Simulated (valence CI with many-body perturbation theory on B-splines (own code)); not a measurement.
## Forbidden lines of Pb¹¹⁺

Calculated by relativistic CI+MBPT: three valence electrons over a frozen Dirac-Fock core [Xe] 4f14, radial functions for each j: 7 s, 7 p, 8 d, 6 f, 4 g, 1 h, with the one-electron correlation potential Σ1 (screened to all orders), the two-electron term Σ2, the three-electron term Σ3, Breit, model QED; selected single and double excitations, second order for the rest, scaled by the run's own slope (own B-spline code, finite nucleus).

No measured spectrum was set against this ion. As an estimate, terms of the open shell hold to 2 to 4 % of their energy, and close levels can change places. Excitations out of the core, of the other parity, are not computed and may begin above about 50.8 eV (a cautious bound); beyond it only levels of the ground parity were kept, without lifetimes.

Lines 1 to 50 of 120 in falling wavelength, among levels below 410090 cm⁻¹, chosen from the decays that carry over 1 % of a level's rate. Wavelengths and rates use the calculated energies, so an error of 2000 cm⁻¹ moves a line at 30870 Å by 62 % and its rate by three times that or more. Electric multipoles are in the length gauge, E1 and E2 with the static RPA response of the core. Weak lines are less certain than strong ones. Lines between different terms over intervals too small for the method are left out, as are lines whose strength nearly cancels. Where a level lies close to another of its J and parity, the split of strength between their lines is uncertain.

Levels are named by their leading jj configuration (3d3/2^4 stands for four electrons in 3d with j = 3/2), which in mixed levels can hold well under half, so a name can repeat and another be missing. Letters in brackets count levels of one name in rising energy.

```tsv
λ vac (Å)	Upper	Lower	Type	A (s⁻¹)	Branch %
30870	(5d3/2^2 5d5/2) J=9/2	(5d3/2^2 5d5/2) J=7/2	M1	3.78e-01	100.0
19540	(5d3/2^2 5d5/2) J=1/2	(5d3/2^2 5d5/2) J=3/2	M1	3.34e+00	3.5
10270	(5d3/2^2 5d5/2) J=3/2	(5d3/2^2 5d5/2) J=5/2 [a]	M1	7.49e+00	2.7
9579	(5d3/2^2 5d5/2) J=7/2	(5d3/2^2 5d5/2) J=5/2 [a]	M1	2.78e+01	99.6
7997	(5d3/2 5d5/2^2) J=11/2	(5d3/2 5d5/2^2) J=9/2	M1	1.15e+01	5.8
7197	(5d3/2 5d5/2^2) J=5/2 [b]	(5d3/2 5d5/2^2) J=3/2 [a]	M1	1.22e+01	3.3
5125	(5d5/2^3) J=9/2	(5d3/2 5d5/2^2) J=11/2	M1	2.25e+01	2.2
4991	(5d3/2 5d5/2^2) J=5/2 [a]	(5d3/2 5d5/2^2) J=7/2 [a]	M1	1.81e+01	4.0
4925	(5d3/2 5d5/2^2) J=5/2 [a]	(5d3/2^2 5d5/2) J=5/2 [b]	M1	8.42e+00	1.9
4844	(5d3/2 5d5/2^2) J=3/2 [b]	(5d5/2^3) J=3/2	M1	1.87e+01	1.7
4839	(5d3/2^2 5d5/2) J=5/2 [a]	(5d3/2^3) J=3/2	M1	2.78e+02	100.0
4279	(5d3/2^2 5d5/2) J=5/2 [b]	(5d3/2^2 5d5/2) J=7/2	M1	9.90e+00	5.9
4231	(5d3/2 5d5/2^2) J=7/2 [a]	(5d3/2^2 5d5/2) J=7/2	M1	1.36e+02	18.9
4218	(5d3/2 5d5/2^2) J=9/2	(5d3/2^2 5d5/2) J=9/2	M1	2.29e+02	56.5
4187	(5d3/2 5d5/2^2) J=5/2 [b]	(5d3/2^2 5d5/2) J=5/2 [b]	M1	1.39e+02	37.0
4154	(5d3/2^2 5d5/2) J=5/2 [b]	(5d3/2^2 5d5/2) J=3/2	M1	1.10e+02	65.4
3711	(5d3/2 5d5/2^2) J=9/2	(5d3/2^2 5d5/2) J=7/2	M1	1.76e+02	43.4
3702	(5d5/2^3) J=3/2	(5d3/2 5d5/2^2) J=1/2	M1	1.36e+02	13.1
3650	(5d3/2 5d5/2^2) J=7/2 [b]	(5d3/2 5d5/2^2) J=7/2 [a]	M1	3.91e+01	12.7
3615	(5d3/2 5d5/2^2) J=7/2 [b]	(5d3/2^2 5d5/2) J=5/2 [b]	M1	1.30e+01	4.2
3536	(5d5/2^3) J=5/2	(5d5/2^3) J=3/2	M1	3.62e+01	1.9
3455	(5d3/2 5d5/2^2) J=3/2 [a]	(5d3/2^2 5d5/2) J=1/2	M1	1.05e+02	9.4
3350	(5d5/2^3) J=3/2	(5d3/2 5d5/2^2) J=3/2 [a]	M1	2.36e+02	22.7
3290	(5d3/2^2 5d5/2) J=3/2	(5d3/2^3) J=3/2	M1	2.69e+02	97.2
3147	(5d3/2 5d5/2^2) J=1/2	(5d3/2^2 5d5/2) J=1/2	M1	5.90e+02	93.8
3123	(5d5/2^3) J=9/2	(5d3/2 5d5/2^2) J=9/2	M1	4.21e+02	41.2
2958	(5d3/2^2 5d5/2) J=5/2 [b]	(5d3/2^2 5d5/2) J=5/2 [a]	M1	1.91e+01	11.4
2936	(5d3/2 5d5/2^2) J=3/2 [a]	(5d3/2^2 5d5/2) J=3/2	M1	6.08e+02	54.0
2935	(5d3/2 5d5/2^2) J=7/2 [a]	(5d3/2^2 5d5/2) J=5/2 [a]	M1	5.83e+02	81.0
2831	(5d5/2^3) J=9/2	(5d3/2 5d5/2^2) J=7/2 [a]	M1	5.44e+02	53.1
2816	(5d3/2^2 5d5/2) J=1/2	(5d3/2^3) J=3/2	M1	9.04e+01	94.7
2816	(5d3/2^2 5d5/2) J=1/2	(5d3/2^3) J=3/2	E2	1.73e+00	1.8
2762	(5d3/2 5d5/2^2) J=11/2	(5d3/2^2 5d5/2) J=9/2	M1	1.86e+02	94.1
2711	(5d3/2 5d5/2^2) J=1/2	(5d3/2^2 5d5/2) J=3/2	M1	2.20e+01	3.5
2510	(5d5/2^3) J=3/2	(5d3/2^2 5d5/2) J=5/2 [b]	M1	3.54e+02	34.0
2489	(5d3/2 5d5/2^2) J=3/2 [b]	(5d3/2 5d5/2^2) J=5/2 [a]	M1	4.76e+02	42.5
2472	(5d5/2^3) J=5/2	(5d3/2 5d5/2^2) J=7/2 [b]	M1	1.94e+02	10.0
2290	(5d3/2 5d5/2^2) J=5/2 [a]	(5d3/2^2 5d5/2) J=7/2	M1	1.21e+02	26.9
2283	(5d3/2 5d5/2^2) J=3/2 [a]	(5d3/2^2 5d5/2) J=5/2 [a]	M1	3.50e+02	31.1
2261	(5d5/2^3) J=5/2	(5d3/2 5d5/2^2) J=5/2 [b]	M1	5.10e+02	26.2
2253	(5d3/2 5d5/2^2) J=5/2 [a]	(5d3/2^2 5d5/2) J=3/2	M1	2.11e+02	47.0
2116	(5d3/2 5d5/2^2) J=5/2 [b]	(5d3/2^2 5d5/2) J=7/2	M1	1.52e+02	40.4
2098	(5d3/2 5d5/2^2) J=3/2 [b]	(5d3/2 5d5/2^2) J=1/2	M1	1.27e+02	11.3
2092	(5d3/2 5d5/2^2) J=7/2 [b]	(5d3/2^2 5d5/2) J=9/2	M1	1.28e+02	41.5
2092	(5d5/2^3) J=5/2	(5d3/2 5d5/2^2) J=5/2 [a]	M1	1.19e+02	6.1
2085	(5d3/2 5d5/2^2) J=5/2 [b]	(5d3/2^2 5d5/2) J=3/2	M1	2.49e+01	6.6
1980	(5d3/2 5d5/2^2) J=3/2 [b]	(5d3/2 5d5/2^2) J=3/2 [a]	M1	2.38e+02	21.2
1960	(5d3/2 5d5/2^2) J=7/2 [b]	(5d3/2^2 5d5/2) J=7/2	M1	8.34e+01	27.1
1848	(5d3/2 5d5/2^2) J=5/2 [a]	(5d3/2^2 5d5/2) J=5/2 [a]	M1	5.37e+01	11.9
1836	(5d3/2^2 5d5/2) J=5/2 [b]	(5d3/2^3) J=3/2	M1	2.80e+01	16.7
```
